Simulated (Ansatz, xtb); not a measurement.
## AlH4InSi: which of two structures lies lower

We compare I, a triplet given by its coordinates, with II, a triplet given by its coordinates. Both are isolated molecules in the gas phase, relaxed with B3LYP-D3(BJ)/def2-SVP.

I (Å):

```xyz
7

Al   -1.0843    0.7609   -1.8355
In    1.2657   -0.4458   -0.5844
Si   -1.6384   -0.7925    0.0942
H    -1.8602   -0.3155    1.5105
H    -2.2205    1.4707   -2.6778
H    -0.0273   -0.2928   -2.5577
H     0.0496    1.6293   -0.9990
```

Close contacts (Å): Al1–In2 2.92, Al1–Si3 2.54, In2–Si3 3.00, Al1–H5 1.58, Al1–H6 1.66, Al1–H7 1.66, In2–H6 2.36, In2–H7 2.44, Si3–H4 1.51.

II (Å):

```yaml
atoms:
  - { symbol: Al, position_ang: [-0.4831, -0.3428, -1.9782] }
  - { symbol: In, position_ang: [1.3475, 0.4804, 0.2501] }
  - { symbol: Si, position_ang: [-1.6795, 0.8712, -0.1703] }
  - { symbol: H, position_ang: [-0.2179, 0.5391, -3.2728] }
  - { symbol: H, position_ang: [-0.7197, -1.9136, -1.9587] }
  - { symbol: H, position_ang: [-2.4278, 0.2290, 0.9579] }
  - { symbol: H, position_ang: [-2.0009, 2.3347, -0.1724] }
```

Close contacts (Å): Al1–In2 3.00, Al1–Si3 2.48, In2–Si3 3.08, Al1–H4 1.59, Al1–H5 1.59, Si3–H6 1.50, Si3–H7 1.50.

Problem. Estimate E(II) − E(I) at the level CCSD(T)/def2-TZVP.

Solution. Calculated at CCSD(T)/def2-TZVP: E(II) − E(I) = −5.3 kcal/mol, so structure II lies lower.

How the difference moves with the method:

```csv
level,geometry,E(II) − E(I) (kcal/mol),departure from the last row (kcal/mol),"job, with rough time for the two"
B3LYP-D3(BJ)/def2-SVP,B3LYP-D3(BJ)/def2-SVP,−6.0,−0.8,"optimisation, 2 min"
HF/def2-TZVP,B3LYP-D3(BJ)/def2-SVP,−7.1,−1.8,part of the CCSD(T) run
MP2/def2-TZVP,B3LYP-D3(BJ)/def2-SVP,−6.2,−0.9,part of the CCSD(T) run
CCSD(T)/def2-TZVP,B3LYP-D3(BJ)/def2-SVP,−5.3,,"single point, 2.3 min"
```

None of the levels shown reverses the order. The largest departure from CCSD(T)/def2-TZVP is that of HF/def2-TZVP, 1.8 kcal/mol. Levels run at GFN2-xTB geometries aren't shown. The triplet state of I needn't be its ground state. The triplet state of II needn't be its ground state.

With harmonic frequencies from B3LYP-D3(BJ)/def2-SVP (ideal gas, rigid rotor, one conformer each, 1000 K, 1 atm): the zero-point term adds +0.4 kcal/mol; ΔH is −4.5 and ΔG −8.0 kcal/mol.

Open shells are spin-unrestricted. The correlated steps freeze 14 core orbitals; the filled d shell of In is correlated, in a basis made for valence electrons. Atoms past krypton carry core potentials in the def2 sets and no spin–orbit term is included. Mirror images aren't counted in ΔG. Codes used: Ansatz 0.2.0; the last row on 1 thread of Intel(R) Xeon(R) 6975P-C (Granite Rapids) on a shared host.
